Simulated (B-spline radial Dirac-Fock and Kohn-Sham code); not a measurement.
Two-hole binding energies of Ni

System: the Ni atom in the configuration [Ar] 3d9 4s1 (an excited configuration).

Input file task.json (cfg lists n, l and occupation; rrms is the nuclear radius in fm):

```json
{"items": [{
  "Z": 28,
  "q": 0,
  "cfg": [[1, 0, 2], [2, 0, 2], [2, 1, 6], [3, 0, 2], [3, 1, 6], [3, 2, 9], [4, 0, 1]],
  "A": 58,
  "rrms": 3.7757,
  "do": ["binding", "quiet", "double"]
}]}
```

Command: `python xray_run.py task.json out`

These are calculated numbers from a B-spline atomic structure program; the model is multi-electron Dirac-Fock with separately optimised hole states, Breit and Lamb-shift corrections added in first order. U is the two-hole binding energy less the two single-hole energies, the effective repulsion of the holes after relaxation. Each two-hole energy is an average over J within one jj subconfiguration.

| holes | E(a) (eV) | E(b) (eV) | E(ab) (eV) | U (eV) |
| --- | --- | --- | --- | --- |
| 1s⁻² | 8338.3 | 8338.3 | 17067.4 | 390.9 |
| 1s⁻¹ 2p1/2⁻¹ | 8338.3 | 878.1 | 9311.5 | 95.2 |
| 1s⁻¹ 2p3/2⁻¹ | 8338.3 | 861.0 | 9291.8 | 92.5 |
| 1s⁻¹ 3p1/2⁻¹ | 8338.3 | 78.45 | 8440.3 | 23.6 |
| 1s⁻¹ 3p3/2⁻¹ | 8338.3 | 76.34 | 8437.8 | 23.2 |
| 2s⁻¹ 2p3/2⁻¹ | 1018.7 | 861.0 | 1928.1 | 48.4 |
| 2p1/2⁻² | 878.1 | 878.1 | 1823.4 | 67.2 |
| 2p3/2⁻² | 861.0 | 861.0 | ? | ? |
| 2s⁻¹ 3p1/2⁻¹ | 1018.7 | 78.45 | 1117.7 | 20.5 |
| 2p1/2⁻¹ 3p3/2⁻¹ | 878.1 | 76.34 | 975.4 | 20.9 |
| 2p3/2⁻¹ 3p1/2⁻¹ | 861.0 | 78.45 | 960.6 | 21.1 |
| 3p1/2⁻² | 78.45 | 78.45 | 176.5 | 19.6 |
| 3p1/2⁻¹ 3p3/2⁻¹ | 78.45 | 76.34 | 172.7 | 18.0 |
| 3p3/2⁻² | 76.34 | 76.34 | 171.1 | 18.4 |

Problem. Give the missing two-hole energy and U.

Solution. E(ab) = 1784.2 eV and U = 62.2 eV.
